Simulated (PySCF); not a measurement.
trifluoro(methoxy)methane (C₂H₃F₃O), SMILES C(F)(F)(F)OC. Atoms are numbered in the order given.

```xyz
9

C     -0.0264     1.9368     0.0000
O     -0.7551     0.7218     0.0000
C     -0.0341    -0.4006     0.0000
F      0.7616    -0.4951     1.0727
F     -0.8599    -1.4284     0.0000
F      0.7616    -0.4951    -1.0727
H      0.6020     2.0180    -0.8999
H      0.6020     2.0180     0.8999
H     -0.7706     2.7408     0.0000
```

Coordinates come from a PBE0-D3(BJ)/def2-SVP optimisation.

Two levels are set side by side: PBE/pcSseg-1 (PySCF) and B3LYP/pcSseg-1 (PySCF). GIAO shifts against CFCl3 (¹⁹F), H2O (¹⁷O), TMS (¹H), TMS (¹³C) at the same level; non-relativistic, no solvent, atoms listed together averaged. Differences are taken from unrounded values.

| quantity | PBE |
|---|---|
| δ(¹³C) of C1 (ppm) | 55.7 |
| δ(¹⁷O) of O2 (ppm) | 100.2 |
| δ(¹³C) of C3 (ppm) | 135.4 |
| δ(¹H) of H7, H8, H9 (ppm) | 3.95 |

Task: These are the PBE values. What does B3LYP give? (Estimate from the structure and the level; the computed values follow.)

Result: 
```
quantity                   B3LYP  PBE minus B3LYP
-------------------------  -----  ---------------
δ(¹³C) of C1 (ppm)          55.2              0.5
δ(¹⁷O) of O2 (ppm)          95.2              5.0
δ(¹³C) of C3 (ppm)         132.6              2.9
δ(¹H) of H7, H8, H9 (ppm)   3.96            -0.01
```

Rough cost on one machine, each run with all the roots and properties that it gave: B3LYP against PBE within a factor of 2.
